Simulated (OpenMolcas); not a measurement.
Computed levels of 3d in ions with 19 electrons, in cm-1 above 2D 3/2.

- Program: OpenMolcas 26.06
- Method: CASSCF
- Basis: ANO-R2
- Scalar Hamiltonian: X2C, finite nucleus
- Spin-orbit coupling: RASSI with atomic mean-field integrals over the reference wave functions, term energies averaged over their components

Active space for each ion: 1 electron in 5 orbitals (3d).

```csv
Level,V4+,Mn6+,Fe7+
2D 5/2,588,1317,1773
```

Q: Estimate 2D 5/2 for Cr5+ from its neighbours V4+ and Mn6+.

A: 2D 5/2 is fine structure, which grows about as the fourth power of a screened charge, so the fourth roots are averaged: ((588^0.25 + 1317^0.25) / 2)^4 = 898. The calculation gives 930, so the estimate is off by -3.4 %; the measured value is 940 (Sugar and Corliss, J. Phys. Chem. Ref. Data 6, 317 (1977)).

With one active electron the reference holds no correlation, so core polarisation is missing. Measured partners are found by configuration, term and J. A level has none where our copy of the source lacks it or the pairing is in doubt (some pairs that miss far off the trend of their configuration count as doubtful), and it then counts in no deviation. Levels of configurations outside the active space are missing.
